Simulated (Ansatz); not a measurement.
One geometry of YCl₃, several levels of theory.

```yaml
crystal:
  periodic: [false, false, false]
  atoms:
    - {symbol: Y, position_ang: [0.000018, 0.000006, 0.002649]}
    - {symbol: Cl, position_ang: [2.444147, -0.025925, 0.023808]}
    - {symbol: Cl, position_ang: [-1.199621, 2.129673, -0.014841]}
    - {symbol: Cl, position_ang: [-1.244553, -2.103744, -0.011616]}
basis:
  gaussian: {orbitals: def2-TZVP, initial_orbitals: start.molden}
hamiltonian: {xc: pbe0, dispersion: d4}
scf: {omitted_lower_state_checks: [starts]}
output: {forces: true, orbitals: {seedname: orbitals}}
```

The file start.molden holds the orbitals of an earlier run on this structure, at another level or in another basis.

```sh
$ ansatz run in.yaml --threads 4 --pin off --events-out ev --progress --plain --max-ram 3916MiB
```

Shortened log:

```
Functional definition: PBE0
1186 factors; their error is unknown
mean field evaluation 1: about -38604.5423 eV, gradient 1.7e2 eV
mean field evaluation 2: about -38606.5524 eV, gradient 2.8e0 eV
mean field evaluation 4: about -38606.7073 eV, gradient 1.3e-1 eV
mean field -38606.70729906 eV, -1418.7703246744 hartree, gradient 5.1e-5 eV, S^2 0.000000; 0 other end points of the search recorded, 0 dependent functions left out
reference -38606.70734513 eV, -1418.7703263674 hartree; 31, 31 occupied and 120, 120 virtual orbitals, 1186 factors
Total energy: -38606.81042829 eV, -1418.7741146036 hartree
Atom 0 at     0.000018     0.000006     0.002649 Å, force    -0.000179    -0.000013    -0.001500 eV/Å
Atom 1 at     2.444147    -0.025925     0.023808 Å, force    -0.146051     0.001553    -0.000976 eV/Å
Atom 2 at    -1.199621     2.129673    -0.014841 Å, force     0.071771    -0.127210     0.001334 eV/Å
Atom 3 at    -1.244553    -2.103744    -0.011616 Å, force     0.074458     0.125670     0.001142 eV/Å
Dipole moment:     0.000024     0.000007     0.005189 e Å
Checks for a lower state left out: starts
```

Hardware: 4 threads of Arm Neoverse V1 on a shared host. Wall time 3.2 s.

First input, but with `hamiltonian: {xc: {name: r2SCANh}, dispersion: d4}`, `output: {orbitals: {seedname: orbitals}}` (abridged; 4.8 s):

```
Functional definition: r2SCANh
mean field -38616.99833067 eV, -1419.1485131106 hartree, gradient 4.8e-6 eV, S^2 0.000000
Total energy: -38617.03002282 eV, -1419.1496777756 hartree
Checks for a lower state left out: starts
```

First input, but with `correlation: {method: mp2}`, `output: {orbitals: {seedname: orbitals}}` and without the key `hamiltonian` (abridged; 1.2 s):

```
Functional definition: HF
mean field -38550.92101024 eV, -1416.7202163735 hartree, gradient 8.1e-7 eV, S^2 0.000000
15 core orbitals not correlated: weight in the atoms' cores, before any rotation towards them, 1.000 or more for the frozen orbitals, at most 0.000 for the correlated occupied ones
second order -21.23512984 eV of doubles, -0.00000000 eV of singles
Total energy: -38572.15614008 eV, -1417.5005930015 hartree
Checks for a lower state left out: starts
```

The first input with `hamiltonian: {xc: pbe, dispersion: d4}`, `output: {orbitals: {seedname: orbitals}}` (abridged; 1.6 s):

```
Functional definition: PBE
mean field -38604.02385927 eV, -1418.6717100809 hartree, gradient 2.5e-5 eV, S^2 0.000000
Total energy: -38604.14020147 eV, -1418.6759855778 hartree
Checks for a lower state left out: starts
```

Geometry: PBE-D4/def2-SVP.

In the def2 sets Y takes a core potential; there is no spin–orbit coupling. Correlated methods freeze 15 core orbitals; core or outer-core shells of Y are correlated, in sets that lack core-valence functions.
